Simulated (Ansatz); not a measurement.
`[SiH3][O][Al]([Cl])[Cl]` + `BOCCO` → `B[O][Al]([Cl])[Cl]` + `OCCO[SiH3]`  (redistribution)

Isolated molecules relaxed with PBE0-D4/def2-TZVP in Ansatz; ΔE leaves out vibrations. CCSD(T)/CBS is the MP2 limit (def2-TZVPP, def2-QZVPP) plus CCSD(T) − MP2 in def2-TZVPP, frozen cores. DFT in def2-TZVPP. B3LYP here is the variant with VWN-RPA as its local correlation; programs differ in this. Each species was taken in one conformer, which may not be the lowest.

```json
{"level": "r2SCAN-D4", "ΔE (kJ/mol)": "21.2"}
{"level": "B3LYP-D4", "ΔE (kJ/mol)": "21.3"}
{"level": "ωB97X-V", "ΔE (kJ/mol)": "21.7"}
{"level": "PBE", "ΔE (kJ/mol)": "22.6"}
```

Question: What does CCSD(T)/CBS give? (Best estimate.)

Answer: Computed: +23.6 kJ/mol. The listed levels differ from it by -2.4, -2.3, -1.9, -1.0 kJ/mol.

Largest T1 diagnostic among the species: 0.013.
